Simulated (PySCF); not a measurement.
SMILES O=C[SiH2]C(C)=O (C3H6O2Si), singlet (GFN2-xTB optimised geometry):

```
12

C     -0.435    -1.596     0.044
C      0.389    -0.343     0.000
O      1.598    -0.343     0.000
Si    -0.596     1.317     0.000
C     -1.549     1.283     1.674
O     -2.167     0.321     2.055
H     -1.136    -1.528     0.875
H     -1.018    -1.669    -0.872
H      0.194    -2.476     0.150
H      0.287     2.476    -0.035
H     -1.598     1.287    -1.065
H     -1.514     2.188     2.315
```

Calculation: PySCF 2.14.0 with CAM-B3LYP/def2-TZVP.

**Question.** What are the frontier orbital energies and the dipole moment?

**Answer.** HOMO-2 -11.85 eV, HOMO-1 -8.96 eV, HOMO -8.30 eV, LUMO -0.91 eV, LUMO+1 0.01 eV; dipole moment 2.18 D.

Meta-Löwdin charges at CAM-B3LYP/def2-TZVP: C1 -0.39, C2 0.20, O3 -0.40, Si4 0.55, C5 0.08, O6 -0.37, H7 0.15, H8 0.13, H9 0.13, H10 -0.08, H11 -0.08, H12 0.08.
